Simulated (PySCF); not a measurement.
A PySCF script (with the pyscf-properties extension) for the NMR shieldings of `C(C=C)[N](C)[AlH][S]C`, C5H12AlNS, on a GFN2-xTB geometry:

```python
import basis_set_exchange as bse
import numpy as np
from pyscf import gto, dft
from pyscf.prop import nmr

atoms = """
C    -1.569600    1.645372   -0.397948
C    -1.657605    0.416204   -0.903740
C    -1.866838   -0.791568   -0.052483
N    -0.514054   -1.185731    0.348223
C    -0.450411   -2.539623    0.868130
Al    0.680015    0.151199    0.168804
S     2.052062    0.246317   -1.558498
C     3.115682    1.610836   -0.955625
H    -1.810067    1.842012    0.635318
H    -1.370722    2.505334   -1.017911
H    -1.472004    0.234499   -1.955433
H    -2.497706   -0.566944    0.818682
H    -2.343420   -1.597770   -0.623529
H    -0.820856   -3.262375    0.132434
H    -1.048580   -2.643423    1.781159
H     0.585631   -2.778686    1.101401
H     1.006753    1.109007    1.328397
H     3.064399    2.423487   -1.673374
H     4.133747    1.239709   -0.890591
H     2.778423    1.952822    0.024153
"""
names = dict.fromkeys(["C", "N", "Al", "S", "H"], "pcSseg-1")
basis = {el: gto.basis.parse(bse.get_basis(n, elements=[el], fmt="nwchem")) for el, n in names.items()}
mol = gto.M(atom=atoms, basis=basis, charge=0, verbose=0)
mf = dft.RKS(mol, xc="PBE0")
mf.grids.level = 2
mf.grids.alignment = dft.numint.BLKSIZE   # the property module wants whole blocks of grid points
mf.conv_tol = 1e-9
mf.kernel()

calc = nmr.RKS(mf)   # GIAO
C = mf.mo_coeff
Co = C[:, mf.mo_occ > 0]
resp = mf.gen_response(singlet=True, hermi=2)
def vind(x):   # induced exchange potential for any number of trial vectors
    d = np.einsum("pi,xij,qj->xpq", C, 2 * x.reshape(-1, C.shape[1], Co.shape[1]), Co, optimize=True)
    return np.einsum("xpq,pi,qj->xij", resp(d - d.transpose(0, 2, 1)), C, Co, optimize=True).ravel()
mo1, _ = nmr.rhf.solve_mo1(calc, with_cphf=vind)
sigma = calc.kernel(mo1)
for i, s in enumerate(sigma):   # ppm
    print("%2d %-2s %9.2f" % (i, mol.atom_pure_symbol(i), np.trace(s) / 3))
```

**Question.** What are the results?

**Answer.** 
```
 0 C      57.16
 1 C      31.20
 2 C     128.46
 3 N     223.52
 4 C     145.56
 5 Al    386.64
 6 S     659.56
 7 C     175.31
 8 H      25.68
 9 H      26.02
10 H      24.38
11 H      27.95
12 H      28.68
13 H      29.22
14 H      28.99
15 H      28.80
16 H      27.01
17 H      29.65
18 H      29.57
19 H      29.43
```

These numbers come from an equivalent density-fitted implementation of the same equations, which agrees with the script to about 0.01 ppm for H and up to a few tenths of a ppm for heavy atoms, so last digits may differ.

Size and cost of the density-fitted run: 210 basis functions, 110 s wall time on 1 thread of an Intel Xeon, shared host; peak memory 1 GiB.
